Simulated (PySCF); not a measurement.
# ZrOF₂: from structure and modes to constants

Level of theory: PBE0/[Zr def2-TZVP with ECP28, O def2-TZVP, F def2-TZVP], scalar-relativistic core potentials, density fitting, no spin–orbit coupling, PySCF.

The singlet minimum has Cs symmetry. Masses (u): Zr 89.90470, O 15.99492, F 18.99840.

```xyz
4
charge 0 multiplicity 1, angstrom
Zr   -0.0402    0.0000   -0.1680
O    -1.7163    0.0000    0.2828
F     0.8221   -1.6766    0.2612
F     0.8221    1.6766    0.2612
```

Harmonic wavenumbers (cm⁻¹): 106.9 (a', ×1), 179.7 (a', ×1), 243.2 (a'', ×1), 627.6 (a', ×1), 653.3 (a'', ×1), 984.3 (a', ×1).

Question: What is the harmonic zero-point energy?

Answer: Half the sum of all 6 wavenumbers, 2795/2 = 1398 cm⁻¹, which is 16.7 kJ/mol (1 cm⁻¹ = 0.0119627 kJ/mol).

Question: Find the vibrational entropy and heat capacity at 298.15 K.

Answer: With u = 1.43878 ω/T, each mode gives S = R[u/(eᵘ−1) − ln(1−e⁻ᵘ)] and C = R u² eᵘ/(eᵘ−1)².
```tsv
ω (cm⁻¹)	u	S (J/(mol K))	C (J/(mol K))
106.9	0.516	13.91	8.13
179.7	0.867	9.76	7.81
243.2	1.174	7.44	7.42
627.6	3.029	1.69	4.07
653.3	3.153	1.53	3.85
984.3	4.750	0.42	1.65
```
The sums over all modes are S = 34.8 and C = 32.9 J/(mol K); the softest mode gives 40 % of the entropy.

This need not be the most stable arrangement of these atoms.
